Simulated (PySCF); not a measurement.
**Pt (platinum, neutral) across methods**

[Xe] 4f14 5d8 6s1 6p1, one real determinant (an excited configuration). All numbers are calculated (PySCF 2.14, a scalar-relativistic core potential, in def2-TZVPPD with the def2 core potential (60 electrons)).

| method | E (hartree) | mean ε 5d β (eV) | mean ε 6s α (eV) | mean ε 6p α (eV) | Σ⟨r²⟩ (bohr²) | ⟨S²⟩ |
| --- | --- | --- | --- | --- | --- | --- |
| M06-L | -119.1386 | -9.412 | -8.254 | -2.273 | 64.77 | 6.001 |
| r2SCAN | -119.1346 | -9.492 | -8.910 | -2.679 | 63.84 | 6.002 |
| PBE0 | -119.0761 | -10.905 | -9.487 | -3.149 | 64.52 | 6.001 |
| UHF | -118.28044 | -14.841 | -11.572 | -4.800 | 64.91 | 6.005 |
| PBE | -119.1127 | -9.321 | -8.558 | -2.502 | 65.05 | 6.001 |
| HSE06 | -119.0742 | -10.509 | -9.074 | -2.786 | 64.69 | 6.001 |
| BP86 | -119.2106 | -9.483 | -8.684 | -2.611 | 64.70 | 6.001 |
| LDA | -118.8686 | -9.393 | -8.798 | -2.573 | 64.72 | 6.000 |
| LC-wPBE | -119.1037 | -13.628 | -11.982 | -5.105 | 63.51 | 6.002 |

⟨L²⟩ = 14.02 against 20 for a pure G term, so this real determinant mixes terms. Energies and moments cover only the electrons outside the core potential. Spin-orbit coupling, absent here, splits the open shell strongly.
